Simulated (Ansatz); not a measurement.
Isolated molecules relaxed with PBE0-D4/def2-TZVP in Ansatz; ΔE leaves out vibrations. CCSD(T)/CBS adds triple-zeta CCSD(T) − MP2 to the extrapolated MP2 energy (def2 sets, frozen cores). Functionals use def2-TZVPP. For Ga outer-core shells are correlated without core-valence functions, which leaves a few kJ/mol of doubt a bond. Scalar relativity is left out up to krypton. Each species was taken in one conformer, which may not be the lowest.

Reaction (ligand exchange at the Si–C bond): `NC1([SiH3])CO1` + `[OH][Ga]([OH])[SH]` → `[OH][Ga]([SH])[O][SiH3]` + `NC1CO1`

```
         level  ΔE (kJ/mol)
       ωB97M-V       -112.0
        r2SCAN       -111.3
          PBE0       -107.8
MP2/def2-TZVPP       -115.3
```

(1) What does CCSD(T)/CBS give? (Best estimate.)

Largest T1 diagnostic among the species: 0.014.

Answers

(1) The calculation gave: -113.1 kJ/mol. The listed levels differ from it by 1.1, 1.8, 5.3, -2.2 kJ/mol.

In def2-TZVPP, CCSD(T) changes the Hartree–Fock value by +27.7 kJ/mol (the triples alone add +4.4 kJ/mol) and MP2 by +27.6 kJ/mol. From PBE to PBE0 (25 % exact exchange), in def2-TZVPP and without D4, ΔE moves by −9.3 kJ/mol.

CCSD(T)/CBS has its own doubt, a few kJ/mol and more with outer-core shells, so smaller differences from it don't rank the levels.
